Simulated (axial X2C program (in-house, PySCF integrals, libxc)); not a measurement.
**What spin–orbit coupling does to YS**

Calculated with an in-house relativistic program for diatomic molecules. Spin-free means the one-electron spin-free X2C Hamiltonian; two-component (2c) means X2C with spin–orbit coupling and atomic mean-field two-electron Coulomb and Gaunt terms, so the difference of the two also holds small scalar two-electron terms. Basis: Y dyall-v3z [11s12p9d4f2g], S dyall-v3z [8s7p2d1f] (cores contracted in-house); Gaussian nuclei, density fitting, unrestricted open shells. Masses: Y 88.906 u, S 31.972 u.

Spin-free state: M_S = 1/2, Λ = 0 (beyond evenly filled blocks: σα); fragments Y + S.

| level | Re (Å) | ωe (cm⁻¹) | De (eV) | μ (D) |
| --- | --- | --- | --- | --- |
| PBE0 | 2.265 | 502.9 | 5.534 | -6.29 |
| HF | 2.298 | 508.1 | 3.539 | -7.23 |
| MP2 | 2.279 | 495.8 | 5.418 | n/a |
| TPSSh | 2.277 | 491.6 | 5.623 | -6.11 |

Correlated methods: 17 electrons correlated (number of frozen shells: Y 3 s, 2 p, 1 d; S 2 s, 1 p), 263 virtual spin orbitals or spinors in MP2.

Dipoles are positive if S is the positive end.

Two-component determinant lowest at the distance of the search:

Ω = 1/2 (⟨Sz⟩ = 0.50, ⟨Lz⟩ = 0.00 at HF); fragments Y + S.

```tsv
level	Re (Å)	ωe (cm⁻¹)	μ (D)
PBE0	2.265	502.9	-6.29
HF	2.298	508.1	-7.23
MP2	2.279	495.8	n/a
TPSSh	2.277	491.6	-6.11
```

**Question.** From the two tables, how do the constants change at the MP2 level (2c against spin-free)?

**Answer.** At the MP2 level Re is unchanged within 0.001 Å and ωe is unchanged to within 0.2 cm⁻¹.

One determinant describes the state; a PBE0 search over occupations chose it and may have missed a lower one. De is counted from the lowest determinant-based energies of the atoms at the same level, without counterpoise correction. De is not given where an atomic determinant may have missed its ground term or J level, or where the truncated virtual space spoils (T). Density functionals use the spin component along the axis (collinear). The functionals have no current-density term, which raises determinants with orbital currents, atoms included.
